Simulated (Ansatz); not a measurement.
As₅⁺ (the lowest singlet isomer of a short search). Charge 1, multiplicity 1. Geometry PBE-D4/def2-SVP, basis def2-TZVP, Ansatz.

Cartesian coordinates in Å:
```
As 1.2935 -1.0273 -0.6538
As 1.0482 0.2798 1.4087
As -1.0037 -1.0306 0.5331
As -0.7910 1.5430 0.3872
As -0.5470 0.2351 -1.6752
```

```
run  HOMO (eV)  LUMO (eV)
  A     -10.70      -8.37
  B     -10.98      -8.44
  C     -10.90      -8.60
  D     -11.64      -7.73
  E     -10.49      -8.18
```

The structure comes from a short search, and lower isomers may exist.

Task: The runs used BLYP, LDA (SPW92), PBE, PBE0, r2SCAN. Estimate which is which.

Result: A PBE (0 % exact exchange); B r2SCAN (0 % exact exchange); C LDA (SPW92) (0 % exact exchange); D PBE0 (25 % exact exchange); E BLYP (0 % exact exchange). Exact exchange lowers occupied and raises empty levels; among semilocal functionals meta-GGAs tend to open the gap a little, and such runs are hard to tell apart. The gap grows from 2.30 eV (LDA (SPW92)) to 3.91 eV (PBE0).
